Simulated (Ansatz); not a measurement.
Steps of a relaxation of C₂H₇BrGe (`[CH3][GeH]([CH3])[Br]`) with RKS PBE0-D4/def2-TZVP.

```sh
$ ansatz run in.yaml --threads 2 --pin off --events-out ev --progress --plain --max-ram 32768MiB --backend cuda --devices 0, --max-vram 18GiB
```

```yaml
crystal:
  periodic: [false, false, false]
  atoms:
    - {symbol: C, position_ang: [-0.942152, 1.376967, -0.122373]}
    - {symbol: Ge, position_ang: [-0.455858, -0.521409, -0.088613]}
    - {symbol: C, position_ang: [1.403265, -0.822269, 0.454222]}
    - {symbol: Br, position_ang: [-0.672910, -1.328507, -2.285680]}
    - {symbol: H, position_ang: [-0.255397, 1.929821, -0.791887]}
    - {symbol: H, position_ang: [-0.871233, 1.801641, 0.899518]}
    - {symbol: H, position_ang: [-1.977938, 1.499137, -0.492272]}
    - {symbol: H, position_ang: [-1.448404, -1.355219, 0.769240]}
    - {symbol: H, position_ang: [2.086166, -0.263466, -0.214284]}
    - {symbol: H, position_ang: [1.551727, -0.473791, 1.496412]}
    - {symbol: H, position_ang: [1.648134, -1.899907, 0.396315]}
basis:
  gaussian: {orbitals: def2-TZVP}
hamiltonian: {xc: pbe0, dispersion: d4}
relax: {f_tol: 0.005, max_steps: 150}
```

Positions (Å) and forces (eV/Å) along the path, 6 of 6 steps:

```xyz
11
step=1 energy=-128737.6478 eV
C    -0.942    1.377   -0.122   -0.081    0.251   -0.039
Ge   -0.456   -0.521   -0.089    0.037    0.041    0.006
C     1.403   -0.822    0.454    0.255   -0.064    0.044
Br   -0.673   -1.329   -2.286    0.025    0.099    0.277
H    -0.255    1.930   -0.792   -0.334   -0.272    0.331
H    -0.871    1.802    0.900   -0.033   -0.211   -0.496
H    -1.978    1.499   -0.492    0.512   -0.058    0.187
H    -1.448   -1.355    0.769    0.152    0.120   -0.162
H     2.086   -0.263   -0.214   -0.336   -0.271    0.329
H     1.552   -0.474    1.496   -0.077   -0.168   -0.508
H     1.648   -1.900    0.396   -0.120    0.534    0.033
11
step=2 energy=-128737.6829 eV
C    -0.939    1.371   -0.124   -0.013    0.073    0.031
Ge   -0.451   -0.514   -0.079    0.035    0.044    0.027
C     1.398   -0.820    0.451    0.063    0.001    0.050
Br   -0.667   -1.313   -2.251   -0.005   -0.025   -0.077
H    -0.259    1.917   -0.785   -0.089   -0.080    0.091
H    -0.872    1.794    0.886   -0.012   -0.041   -0.141
H    -1.963    1.490   -0.492    0.143   -0.027    0.053
H    -1.441   -1.351    0.754    0.024    0.028    0.009
H     2.072   -0.267   -0.211   -0.098   -0.072    0.089
H     1.548   -0.478    1.482   -0.003   -0.049   -0.139
H     1.639   -1.886    0.391   -0.044    0.148    0.007
11
step=3 energy=-128737.6855 eV
C    -0.935    1.366   -0.120   -0.004   -0.011   -0.023
Ge   -0.450   -0.515   -0.088    0.013    0.029    0.057
C     1.392   -0.816    0.452   -0.005   -0.010   -0.024
Br   -0.665   -1.314   -2.265    0.000    0.002    0.010
H    -0.259    1.909   -0.781    0.008    0.016   -0.013
H    -0.866    1.789    0.884    0.005   -0.012    0.014
H    -1.955    1.483   -0.484   -0.020    0.012   -0.008
H    -1.434   -1.342    0.759   -0.017   -0.021   -0.011
H     2.063   -0.267   -0.209    0.019    0.006   -0.011
H     1.544   -0.472    1.477   -0.015    0.007    0.009
H     1.630   -1.877    0.395    0.014   -0.020    0.000
11
step=4 energy=-128737.6859 eV
C    -0.936    1.368   -0.122    0.000   -0.004   -0.001
Ge   -0.450   -0.514   -0.083    0.004    0.006    0.009
C     1.394   -0.817    0.451   -0.003   -0.001   -0.002
Br   -0.665   -1.313   -2.260   -0.001   -0.004   -0.008
H    -0.260    1.911   -0.782    0.001    0.000   -0.001
H    -0.867    1.789    0.884    0.000    0.002    0.004
H    -1.956    1.485   -0.486   -0.001   -0.001    0.000
H    -1.436   -1.346    0.757    0.000    0.000   -0.001
H     2.066   -0.268   -0.210    0.000    0.001   -0.001
H     1.544   -0.473    1.477    0.001    0.001    0.004
H     1.632   -1.879    0.395   -0.001   -0.001    0.000
11
step=5 energy=-128737.6859 eV
C    -0.936    1.368   -0.121    0.000    0.006    0.001
Ge   -0.450   -0.513   -0.083   -0.004   -0.004    0.001
C     1.394   -0.817    0.451    0.005    0.001    0.003
Br   -0.665   -1.314   -2.260    0.001    0.001   -0.001
H    -0.260    1.912   -0.782    0.000   -0.001    0.000
H    -0.867    1.789    0.884    0.000   -0.001   -0.001
H    -1.956    1.485   -0.486    0.001   -0.001    0.000
H    -1.436   -1.345    0.756    0.000    0.000    0.000
H     2.066   -0.269   -0.210   -0.001    0.000    0.000
H     1.544   -0.473    1.477    0.000    0.000   -0.002
H     1.632   -1.879    0.395   -0.001    0.000   -0.001
11
step=6 energy=-128737.6859 eV
C    -0.936    1.368   -0.121    0.000    0.001    0.000
Ge   -0.450   -0.514   -0.083    0.000    0.000    0.000
C     1.394   -0.817    0.451    0.001    0.000    0.001
Br   -0.664   -1.313   -2.261    0.000    0.000    0.000
H    -0.260    1.911   -0.782    0.000    0.000    0.000
H    -0.867    1.789    0.884    0.000    0.000    0.000
H    -1.957    1.485   -0.485    0.000    0.000    0.000
H    -1.436   -1.346    0.756    0.000    0.000    0.000
H     2.066   -0.269   -0.210    0.000    0.000    0.000
H     1.545   -0.472    1.477    0.000    0.000    0.000
H     1.632   -1.879    0.396    0.000    0.000    0.000
```

Hardware: 2 threads of an AMD EPYC 7R13 on a shared host and a share of an NVIDIA H100 80 GB. Wall time 26 s, peak host memory 0.89 GiB.
